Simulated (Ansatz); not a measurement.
A short molecular-dynamics run on Cu(NH3)Br (CuBrNH₃).

```yaml
crystal:
  periodic: [false, false, false]
  atoms:
    - {symbol: Cu, position_ang: [-0.005409, 0.004521, -1.114347]}
    - {symbol: N, position_ang: [0.002432, -0.002810, 0.832739]}
    - {symbol: H, position_ang: [-0.410246, 0.844878, 1.208998]}
    - {symbol: H, position_ang: [0.947217, -0.069873, 1.198003]}
    - {symbol: H, position_ang: [-0.523697, -0.788151, 1.202735]}
    - {symbol: Br, position_ang: [-0.010307, 0.011435, -3.328118]}
basis:
  gaussian: {orbitals: def2-SVP}
magnetization: {spin_polarized: true, initial_magnetization: 0}
hamiltonian: {xc: {name: revPBE}}
md: {timestep: 0.5 fs, n_steps: 15, ensemble: nvt_nose_hoover, temperature: 700, initial_velocities: maxwell_boltzmann, seed: 76}
scf: {omitted_lower_state_checks: [starts]}
```

```sh
$ ansatz run in.yaml --threads 4 --pin off --events-out ev --progress --plain --max-ram 3916MiB
```

| step | time (fs) | potential energy (eV) | kinetic (eV) | T (K) | conserved (eV) |
| --- | --- | --- | --- | --- | --- |
| 0 | 0.0 | -116203.1906 | 0.3619 | 700 | -116202.8287 |
| 1 | 0.5 | -116203.1855 | 0.3570 | 691 | -116202.8284 |
| 2 | 1.0 | -116203.1562 | 0.3286 | 636 | -116202.8276 |
| 3 | 1.5 | -116203.1150 | 0.2883 | 558 | -116202.8267 |
| 4 | 2.0 | -116203.0757 | 0.2496 | 483 | -116202.8261 |
| 5 | 2.5 | -116203.0478 | 0.2219 | 429 | -116202.8259 |
| 6 | 3.0 | -116203.0340 | 0.2079 | 402 | -116202.8261 |
| 7 | 3.5 | -116203.0321 | 0.2058 | 398 | -116202.8263 |
| 8 | 4.0 | -116203.0378 | 0.2112 | 409 | -116202.8266 |
| 9 | 4.5 | -116203.0462 | 0.2194 | 424 | -116202.8269 |
| 10 | 5.0 | -116203.0525 | 0.2254 | 436 | -116202.8272 |
| 11 | 5.5 | -116203.0523 | 0.2251 | 435 | -116202.8274 |
| 12 | 6.0 | -116203.0434 | 0.2163 | 418 | -116202.8273 |
| 13 | 6.5 | -116203.0281 | 0.2015 | 390 | -116202.8268 |
| 14 | 7.0 | -116203.0144 | 0.1885 | 365 | -116202.8261 |
| 15 | 7.5 | -116203.0131 | 0.1878 | 363 | -116202.8256 |

Velocities are drawn at the set temperature; a run this short doesn't reach equilibrium.

Frames (Å, forces in eV/Å):

```xyz
6
time=0.0 fs
Cu   -0.005    0.005   -1.114    0.001   -0.001    0.068
N     0.002   -0.003    0.833   -0.002    0.002   -0.707
H    -0.410    0.845    1.209   -0.264    0.542    0.310
H     0.947   -0.070    1.198    0.603   -0.043    0.304
H    -0.524   -0.788    1.203   -0.336   -0.502    0.306
Br   -0.010    0.011   -3.328   -0.002    0.001   -0.281
6
time=0.5 fs
Cu   -0.005    0.006   -1.115    0.004   -0.001    0.126
N     0.003   -0.008    0.836    0.627    0.912   -0.578
H    -0.423    0.846    1.216    0.026    0.143    0.104
H     0.967   -0.068    1.199   -0.138   -0.052    0.110
H    -0.533   -0.777    1.192   -0.516   -1.006    0.535
Br   -0.010    0.011   -3.328   -0.002    0.003   -0.298
6
time=1.0 fs
Cu   -0.005    0.008   -1.116    0.006   -0.001    0.186
N     0.003   -0.013    0.839    1.139    1.702   -0.443
H    -0.436    0.848    1.223    0.305   -0.230   -0.090
H     0.986   -0.066    1.200   -0.803   -0.074   -0.049
H    -0.544   -0.769    1.183   -0.645   -1.401    0.710
Br   -0.010    0.010   -3.327   -0.003    0.005   -0.315
6
time=1.5 fs
Cu   -0.005    0.010   -1.118    0.009   -0.002    0.247
N     0.003   -0.018    0.842    1.455    2.266   -0.300
H    -0.448    0.849    1.230    0.552   -0.543   -0.253
H     1.003   -0.065    1.202   -1.343   -0.108   -0.163
H    -0.556   -0.764    1.175   -0.670   -1.619    0.801
Br   -0.010    0.009   -3.327   -0.004    0.006   -0.332
6
time=2.0 fs
Cu   -0.005    0.012   -1.119    0.012   -0.004    0.307
N     0.004   -0.022    0.845    1.533    2.545   -0.145
H    -0.459    0.849    1.237    0.753   -0.776   -0.379
H     1.017   -0.064    1.202   -1.738   -0.149   -0.230
H    -0.570   -0.763    1.170   -0.556   -1.624    0.795
Br   -0.010    0.009   -3.327   -0.004    0.008   -0.349
6
time=2.5 fs
Cu   -0.005    0.014   -1.120    0.014   -0.007    0.364
N     0.005   -0.026    0.848    1.375    2.543    0.012
H    -0.467    0.848    1.242    0.900   -0.922   -0.463
H     1.027   -0.063    1.203   -1.983   -0.192   -0.252
H    -0.585   -0.766    1.166   -0.302   -1.431    0.704
Br   -0.011    0.008   -3.327   -0.005    0.010   -0.365
6
time=3.0 fs
Cu   -0.005    0.015   -1.121    0.016   -0.012    0.418
N     0.006   -0.030    0.851    1.023    2.311    0.149
H    -0.474    0.843    1.246    0.991   -0.981   -0.505
H     1.032   -0.062    1.202   -2.081   -0.236   -0.234
H    -0.601   -0.772    1.164    0.057   -1.093    0.553
Br   -0.011    0.007   -3.326   -0.005    0.012   -0.382
6
time=3.5 fs
Cu   -0.005    0.017   -1.122    0.017   -0.018    0.468
N     0.007   -0.033    0.854    0.534    1.920    0.236
H    -0.479    0.837    1.250    1.024   -0.954   -0.506
H     1.032   -0.062    1.202   -2.035   -0.279   -0.177
H    -0.617   -0.781    1.163    0.465   -0.683    0.376
Br   -0.011    0.007   -3.326   -0.006    0.014   -0.397
6
time=4.0 fs
Cu   -0.005    0.019   -1.123    0.018   -0.025    0.514
N     0.009   -0.036    0.857   -0.034    1.439    0.248
H    -0.480    0.828    1.252    0.997   -0.842   -0.467
H     1.027   -0.063    1.200   -1.842   -0.319   -0.084
H    -0.631   -0.791    1.163    0.867   -0.269    0.201
Br   -0.011    0.006   -3.326   -0.006    0.016   -0.412
6
time=4.5 fs
Cu   -0.005    0.021   -1.124    0.019   -0.033    0.557
N     0.010   -0.038    0.860   -0.640    0.916    0.164
H    -0.480    0.817    1.252    0.910   -0.646   -0.388
H     1.018   -0.065    1.199   -1.503   -0.359    0.047
H    -0.644   -0.802    1.164    1.220    0.104    0.047
Br   -0.011    0.005   -3.325   -0.006    0.018   -0.427
6
time=5.0 fs
Cu   -0.005    0.023   -1.125    0.020   -0.041    0.595
N     0.011   -0.040    0.863   -1.254    0.382   -0.024
H    -0.477    0.805    1.252    0.763   -0.371   -0.270
H     1.005   -0.067    1.197   -1.019   -0.397    0.214
H    -0.654   -0.813    1.164    1.497    0.407   -0.075
Br   -0.011    0.004   -3.325   -0.007    0.020   -0.440
6
time=5.5 fs
Cu   -0.004    0.024   -1.126    0.022   -0.049    0.630
N     0.012   -0.043    0.866   -1.853   -0.142   -0.310
H    -0.473    0.792    1.252    0.561   -0.025   -0.118
H     0.989   -0.071    1.196   -0.408   -0.434    0.414
H    -0.660   -0.823    1.165    1.685    0.628   -0.163
Br   -0.011    0.004   -3.325   -0.007    0.022   -0.453
6
time=6.0 fs
Cu   -0.004    0.026   -1.126    0.024   -0.056    0.663
N     0.013   -0.045    0.869   -2.399   -0.633   -0.675
H    -0.467    0.779    1.251    0.316    0.372    0.060
H     0.973   -0.075    1.196    0.288   -0.470    0.633
H    -0.662   -0.831    1.165    1.778    0.763   -0.215
Br   -0.011    0.003   -3.325   -0.007    0.024   -0.466
6
time=6.5 fs
Cu   -0.004    0.028   -1.127    0.027   -0.063    0.693
N     0.014   -0.047    0.871   -2.832   -1.058   -1.081
H    -0.460    0.766    1.250    0.051    0.786    0.249
H     0.958   -0.081    1.198    0.988   -0.502    0.849
H    -0.659   -0.838    1.165    1.774    0.811   -0.234
Br   -0.011    0.002   -3.325   -0.008    0.026   -0.477
6
time=7.0 fs
Cu   -0.004    0.030   -1.128    0.031   -0.070    0.722
N     0.013   -0.050    0.874   -3.072   -1.368   -1.470
H    -0.454    0.756    1.249   -0.201    1.165    0.429
H     0.944   -0.087    1.202    1.579   -0.523    1.024
H    -0.653   -0.842    1.164    1.671    0.769   -0.217
Br   -0.011    0.002   -3.324   -0.008    0.028   -0.489
6
time=7.5 fs
Cu   -0.004    0.032   -1.129    0.036   -0.076    0.750
N     0.013   -0.053    0.877   -3.036   -1.507   -1.776
H    -0.448    0.748    1.250   -0.404    1.449    0.571
H     0.935   -0.095    1.208    1.944   -0.527    1.119
H    -0.642   -0.845    1.162    1.468    0.631   -0.164
Br   -0.011    0.001   -3.324   -0.009    0.029   -0.500
```

Hardware: 4 threads of Arm Neoverse V1 on a shared host. Wall time 24 s.
